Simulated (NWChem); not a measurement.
# C2H6BNO; SMILES NB1COC1

```xyz
11

N      0.0000     0.0000    -1.9703
B      0.0000     0.0000    -0.5856
C      0.0000     1.0740     0.5839
O      0.0000     0.0000     1.5398
C      0.0000    -1.0740     0.5839
H      0.0000    -0.8476    -2.5231
H      0.0000     0.8476    -2.5231
H      0.8923     1.7212     0.6883
H     -0.8923     1.7212     0.6883
H      0.8923    -1.7212     0.6883
H     -0.8923    -1.7212     0.6883
```
Atoms are numbered in this order, from 1.

All runs: NWChem. Pople sets run with spherical d functions. All runs use the structure optimised with PBE0/def2-SVP. Atomic charges in e: unrestrained fits to the electrostatic potential beside Mulliken populations; buried atoms are poorly determined by the fit.

**Question.** Predict the results for Hartree-Fock/6-31G*. Quantities: ESP N1; Mulliken N1; ESP B2; Mulliken B2; ESP C3; Mulliken C3; ESP O4; Mulliken O4; ESP C5; Mulliken C5; relative RMS misfit of the potential (%).

**Answer.** 
```
Item                                      Result
----------------------------------------  ------
ESP N1                                     -0.96
Mulliken N1                                -0.92
ESP B2                                      0.33
Mulliken B2                                 0.58
ESP C3                                      0.26
Mulliken C3                                -0.18
ESP O4                                     -0.55
Mulliken O4                                -0.67
ESP C5                                      0.25
Mulliken C5                                -0.18
relative RMS misfit of the potential (%)      21
```
